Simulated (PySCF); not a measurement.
Compound: C6H10OSi2.
SMILES: `[SiH3]/C=C/[SiH2]c1ccco1`

Torsions of this conformer, `[SiH3:1]/[CH:2]=[CH:3]/[SiH2:4][c:5]1[cH:6][cH:7][cH:8][o:9]1`: C2–C3–Si4–C5 115°, C3–Si4–C5–C6 -14°.

The closed-shell ground state was solved at several levels (PySCF, density fitting, gas phase, non-relativistic). Isolated species at its PBE0-D3(BJ)/def2-SVP geometry (one conformer only).

| level | basis functions | HOMO (eV) | LUMO (eV) | gap (eV) | dipole (D) |
| --- | --- | --- | --- | --- | --- |
| PBE0/pcSseg-1 | 217 | -6.77 | -1.04 | 5.73 | 0.95 |
| mPW1PW91/pcSseg-1 | 217 | -6.79 | -1.04 | 5.75 | 0.95 |

Estimate the row for PBE0/def2-SVPD, a basis of 271 functions; the other rows only guide the guess.

HOMO -6.78 eV, LUMO -1.06 eV, gap 5.72 eV, dipole 0.97 D.

How far do the dipole and the HOMO energy spread over the levels?

The dipole runs from 0.95 to 0.97 D (mean 0.96 D) and the HOMO from -6.79 to -6.77 eV.
